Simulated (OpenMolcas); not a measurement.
What dynamic correlation does to the levels of Ne5+

```
Program             : OpenMolcas 26.06
Basis               : ANO-R2 [4s4p2d1f]
Scalar Hamiltonian  : X2C, finite nucleus
Active space        : 3 electrons in 4 orbitals (2s 2p)
State averaging     : 2S+1 = 4 odd, 1 root (0 in the spin-orbit step); 2S+1 = 2 odd, 3 roots; 2S+1 = 4 even, 3 roots; 2S+1 = 2 even, 5 roots
Spin-orbit coupling : RASSI with atomic mean-field integrals over the reference wave functions, term energies averaged over their components
```

Methods on the same reference wave functions:
A. CASSCF
B. SS-CASPT2, IPEA 0.25 Eh, imaginary shift 0.1 Eh (closed shells correlated: 1s)

Energies in cm-1 above 2s2 2p 2P* 1/2, the measured ground level; measured values from NIST levels in Podobedova, Fuhr, Reader and Wiese, J. Phys. Chem. Ref. Data 33, 525 (2004).

| Level | A | B | Measured |
| --- | --- | --- | --- |
| 2s2 2p 2P* 1/2 | 0.0 | 0.0 | 0.0 |
| 2s2 2p 2P* 3/2 | 1238 | 1238 | 1310 |
| 2s 2p2 4P 1/2 | 94306 | 98824 |  |
| 2s 2p2 4P 3/2 | 94730 | 99248 |  |
| 2s 2p2 4P 5/2 | 95434 | 99951 |  |
| 2s 2p2 2D 3/2 | 185247 | 179468 | 179021 |
| 2s 2p2 2D 5/2 | 185251 | 179471 | 178992 |

Deviations, from unrounded energies. A percentage is the sum of absolute deviations over the sum of measured energies, with the sign that they share, or ± where signs differ.

| Against measurement | Levels | A | B |
| --- | --- | --- | --- |
| mean absolute deviation (cm-1) | 3 | 4200 | 330 |
| fine structure of the ground term (%) | 1 | -5.5 | -5.5 |
| other configurations (%) | 2 | +3.5 | +0.3 |

B lies closest to measurement on these levels. The largest miss of B in the table is 2s 2p2 2D 5/2, by +480 cm-1. The ranking rests on the paired levels alone, and a cruder setting can come out closer through cancelling errors.

The lowest spin-free term lies below A's lowest term by 0.048 hartree in B.

Measured partners are found by configuration, term and J. A level has none where our copy of the source lacks it or the pairing is in doubt (some pairs that miss far off the trend of their configuration count as doubtful), and it then counts in no deviation. Levels of configurations outside the active space are missing.

* marks odd parity.
